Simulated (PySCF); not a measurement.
A PySCF script (with the pyscf-properties extension) for the NMR shieldings of `FB(/C=C(/C(C)C)[SiH3])F`, C₅H₁₁BF₂Si, on a GFN2-xTB geometry:

```python
import basis_set_exchange as bse
import numpy as np
from pyscf import gto, dft
from pyscf.prop import nmr

atoms = """
C    -1.796255    0.987204    0.102825
C    -1.059056   -0.347836    0.259739
C    -1.596533   -1.367437   -0.742545
C     0.420448   -0.072547    0.166409
Si    1.229410    0.701334    1.705940
C     1.129207   -0.327792   -0.947098
B     2.620688   -0.025554   -1.126580
F     3.390135    0.516428   -0.190019
F     3.271568   -0.282315   -2.251482
H    -2.867503    0.843101    0.223964
H    -1.611158    1.398558   -0.887281
H    -1.454427    1.704531    0.845295
H    -1.258430   -0.728509    1.268362
H    -2.632291   -1.600844   -0.504752
H    -1.019503   -2.288449   -0.700855
H    -1.565925   -0.977932   -1.757391
H     0.174471    0.789180    2.725501
H     2.280546   -0.180810    2.205028
H     1.710913    2.046540    1.399801
H     0.628547   -0.776173   -1.797897
"""
names = dict.fromkeys(["C", "Si", "B", "F", "H"], "pcSseg-1")
basis = {el: gto.basis.parse(bse.get_basis(n, elements=[el], fmt="nwchem")) for el, n in names.items()}
mol = gto.M(atom=atoms, basis=basis, charge=0, verbose=0)
mf = dft.RKS(mol, xc="PBE0")
mf.grids.level = 2
mf.grids.alignment = dft.numint.BLKSIZE   # the property module wants whole blocks of grid points
mf.conv_tol = 1e-9
mf.kernel()

calc = nmr.RKS(mf)   # GIAO
C = mf.mo_coeff
Co = C[:, mf.mo_occ > 0]
resp = mf.gen_response(singlet=True, hermi=2)
def vind(x):   # induced exchange potential for any number of trial vectors
    d = np.einsum("pi,xij,qj->xpq", C, 2 * x.reshape(-1, C.shape[1], Co.shape[1]), Co, optimize=True)
    return np.einsum("xpq,pi,qj->xij", resp(d - d.transpose(0, 2, 1)), C, Co, optimize=True).ravel()
mo1, _ = nmr.rhf.solve_mo1(calc, with_cphf=vind)
sigma = calc.kernel(mo1)
for i, s in enumerate(sigma):   # ppm
    print("%2d %-2s %9.2f" % (i, mol.atom_pure_symbol(i), np.trace(s) / 3))
```

Task: What does it print?

Result: 
```
 0 C     162.04
 1 C     142.57
 2 C     165.39
 3 C     -10.11
 4 Si    418.77
 5 C      57.03
 6 B      76.73
 7 F     254.90
 8 F     252.97
 9 H      30.43
10 H      31.26
11 H      30.28
12 H      29.05
13 H      30.46
14 H      30.54
15 H      30.49
16 H      27.77
17 H      27.28
18 H      27.22
19 H      25.25
```

These numbers come from an equivalent density-fitted implementation of the same equations, which agrees with the script to about 0.01 ppm for H and up to a few tenths of a ppm for heavy atoms, so last digits may differ.

Size and cost of the density-fitted run: 215 basis functions, 27 s wall time on 1 thread of an AMD EPYC 9R45 96-Core, shared host; peak memory 1 GiB.
